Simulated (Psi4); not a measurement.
Pair of molecules, SMILES F with SMILES [SiH4], pulled apart as rigid monomers along the line of their centres of mass from the B3LYP-D3(BJ)/def2-TZVP minimum (SMILES order as in the coordinates).
Starting geometry (charge 0, multiplicity 1):
| atom | x (Å) | y (Å) | z (Å) |
|---|---|---|---|
| F | -0.2022 | -0.4294 | -0.4678 |
| H | -0.1008 | -0.7705 | 0.3912 |
| Si | -0.0386 | 0.1356 | 3.0635 |
| H | 0.0471 | -1.0166 | 2.1228 |
| H | 1.0491 | 1.0838 | 2.7488 |
| H | 0.1149 | -0.3966 | 4.4336 |
| H | -1.3570 | 0.7809 | 2.9008 |

The numbers are results of SAPT0/jun-cc-pV(D+d)Z in Psi4 1.11, not measurements.

```
H2···H4 (Å)  electrostatics (meV)  exchange (meV)  induction (meV)  dispersion (meV)  total
-----------  --------------------  --------------  ---------------  ----------------  -----
1.59                       -114.8           326.8           -151.7             -67.2   -6.9
1.76                   (withheld)      (withheld)            -93.0             -45.9  -31.7
2.01                        -43.5            76.5            -45.9             -26.5  -39.4
2.43                        -19.8            17.1            -16.0             -11.4  -30.1
3.12                         -8.1             1.5             -4.0              -3.6  -14.2
```

Problem. Complete the blanks.

Solution. 
- 1.76, electrostatics (meV): -77.0
- 1.76, exchange (meV): 184.1
